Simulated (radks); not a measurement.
Tc XVI, 28 electrons, occupied as [Ar] 3d10 (the NIST ground configuration). Method: scalar-relativistic Kohn-Sham, r2SCAN, spin-polarised, spherical densities, finite nucleus; meta-GGA in the generalised Kohn-Sham scheme; Fermi nuclear charge, rms radius 4.4112 fm; computed with a radial shooting solver on a logarithmic mesh with Libxc functionals.

Normalised radial functions P(r) = r R(r), r in bohr:

| r | 3p |
|---|---|
| 0.001319 | 0.0023 |
| 0.00169 | 0.0035 |
| 0.002165 | 0.0055 |
| 0.002775 | 0.0086 |
| 0.003556 | 0.0135 |
| 0.004557 | 0.0210 |
| 0.005839 | 0.0327 |
| 0.007483 | 0.0507 |
| 0.009589 | 0.0778 |
| 0.01229 | 0.1183 |
| 0.01575 | 0.1773 |
| 0.02018 | 0.2603 |
| 0.02586 | 0.3722 |
| 0.03287 | 0.5088 |
| 0.04212 | 0.6713 |
| 0.05398 | 0.8314 |
| 0.06917 | 0.9418 |
| 0.08864 | 0.9314 |
| 0.1136 | 0.7208 |
| 0.1456 | 0.2627 |
| 0.1865 | -0.4021 |
| 0.239 | -1.1091 |
| 0.3063 | -1.6070 |
| 0.3925 | -1.6929 |
| 0.503 | -1.3657 |
| 0.6395 | -0.8525 |
| 0.8195 | -0.3819 |
| 1.05 | -0.1155 |
| 1.346 | -0.0213 |
| 1.724 | -0.0021 |
| 2.21 | -0.0001 |
| 2.832 | 0.0000 |

3p: eigenvalue -751.08 eV, 1 radial node at r = 0.162 bohr, <r> = 0.410 bohr, 90 % of the charge inside 0.616 bohr.
